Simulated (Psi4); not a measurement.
Method: SAPT0/jun-cc-pVDZ, frozen core in Psi4.

Psi4 input:

```
molecule {
0 1
O -1.12251464 0.29127413 0.00000000
C -0.00000033 -0.00000001 -0.00000000
O 1.12251496 -0.29127412 -0.00000000
--
0 1
O -0.84189742 0.62509513 2.94688268
C -1.96082162 0.91255696 2.92299320
S -3.47348931 1.30136166 2.89076621
units angstrom
symmetry c1
no_reorient
no_com
}
set basis jun-cc-pvdz
set scf_type df
set freeze_core true
energy('sapt0')
```

Part of the output:

```
    SAPT Results
  --------------------------------------------------------------------------------------------------------
    Electrostatics                 -2.98146900 [mEh]      -1.87090005 [kcal/mol]      -7.82784579 [kJ/mol]
      Elst10,r                     -2.98146900 [mEh]      -1.87090005 [kcal/mol]      -7.82784579 [kJ/mol]

    Exchange                        3.66527400 [mEh]       2.29999416 [kcal/mol]       9.62317556 [kJ/mol]
      Exch10                        3.66527400 [mEh]       2.29999416 [kcal/mol]       9.62317556 [kJ/mol]
      Exch10(S^2)                   3.65808069 [mEh]       2.29548029 [kcal/mol]       9.60428952 [kJ/mol]

    Induction                      -0.33641074 [mEh]      -0.21110092 [kcal/mol]      -0.88324627 [kJ/mol]
      Ind20,r                      -1.30393302 [mEh]      -0.81823033 [kcal/mol]      -3.42347569 [kJ/mol]
      Exch-Ind20,r                  1.05440607 [mEh]       0.66164980 [kcal/mol]       2.76834275 [kJ/mol]
      delta HF,r (2)               -0.08688378 [mEh]      -0.05452040 [kcal/mol]      -0.22811334 [kJ/mol]

    Dispersion                     -2.14210253 [mEh]      -1.34418963 [kcal/mol]      -5.62408941 [kJ/mol]
      Disp20                       -2.38371437 [mEh]      -1.49580335 [kcal/mol]      -6.25844121 [kJ/mol]
      Exch-Disp20                   0.24161184 [mEh]       0.15161372 [kcal/mol]       0.63435180 [kJ/mol]
      Disp20 (SS)                  -1.19185718 [mEh]      -0.74790167 [kcal/mol]      -3.12922061 [kJ/mol]
      Disp20 (OS)                  -1.19185718 [mEh]      -0.74790167 [kcal/mol]      -3.12922061 [kJ/mol]
      Exch-Disp20 (SS)              0.12922705 [mEh]       0.08109120 [kcal/mol]       0.33928558 [kJ/mol]
      Exch-Disp20 (OS)              0.11238479 [mEh]       0.07052252 [kcal/mol]       0.29506622 [kJ/mol]

  Total HF                          0.34739426 [mEh]       0.21799319 [kcal/mol]       0.91208350 [kJ/mol]
  Total SAPT0                      -1.79470827 [mEh]      -1.12619644 [kcal/mol]      -4.71200591 [kJ/mol]
```
